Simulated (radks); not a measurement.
Results of a calculation; reference values are marked as such.
The platinum ion Pt2+ inside a hard spherical wall (all orbitals vanish at R), configuration held at [Xe] 4f14 5d8 and not refilled when levels cross. Code: a radial shooting solver on a logarithmic mesh with Libxc functionals. Model: scalar-relativistic Kohn-Sham, PBEsol, spin-polarised, spherical densities, finite nucleus; open shells are filled with parallel spins first (spin-orbit coupling, left out, can overturn this in heavy ions); Fermi nuclear charge, rms radius 5.427 fm. Eigenvalues in eV for spin up, with the zero of energy where the potential of the charges vanishes at infinity; a dash marks a level that is unbound or too diffuse for the functional's potential to be trusted. A positive occupied level is held by the wall or, in an anion where self-interaction has pushed it up, behind a barrier. The pressure on the wall is -dE/dV.

| R (bohr) | E (hartree) | kinetic (hartree) | e(5s) | e(4f) | e(5p) | e(5d) | e(6s, empty) | e(6p, empty) | pressure (GPa) |
|---|---|---|---|---|---|---|---|---|---|
| free | -18403.4841 | 20512.617 | -123.18 | -91.230 | -77.402 | -26.512 | -22.519 | -14.486 | 0 |
| 15 | -18403.4841 | 20512.617 | -123.18 | -91.230 | -77.402 | -26.512 | -22.519 | -14.486 | < 0.0001 |
| 12 | -18403.4841 | 20512.617 | -123.18 | -91.230 | -77.402 | -26.512 | -22.519 | -14.486 | < 0.0001 |
| 8 | -18403.4841 | 20512.617 | -123.18 | -91.229 | -77.401 | -26.512 | -22.518 | -14.465 | 0.000554 |
| 5 | -18403.4767 | 20512.690 | -122.92 | -90.958 | -77.156 | -26.287 | -22.026 | -12.904 | 1.56 |
| 3.5 | -18403.2771 | 20513.981 | -119.84 | -87.586 | -74.270 | -23.367 | -15.864 | -2.216 | 87.6 |
| 3 | -18402.8471 | 20516.281 | -115.96 | -83.166 | -70.650 | -19.241 | -6.763 | 11.090 | 379 |
| 2.5 | -18401.3993 | 20523.306 | -107.77 | -73.415 | -62.736 | -9.269 | 16.362 | 41.944 | 1930 |
| 2 | -18395.7187 | 20548.551 | -88.576 | -50.142 | -42.272 | 17.903 | 81.699 | 121.40 | 12800 |
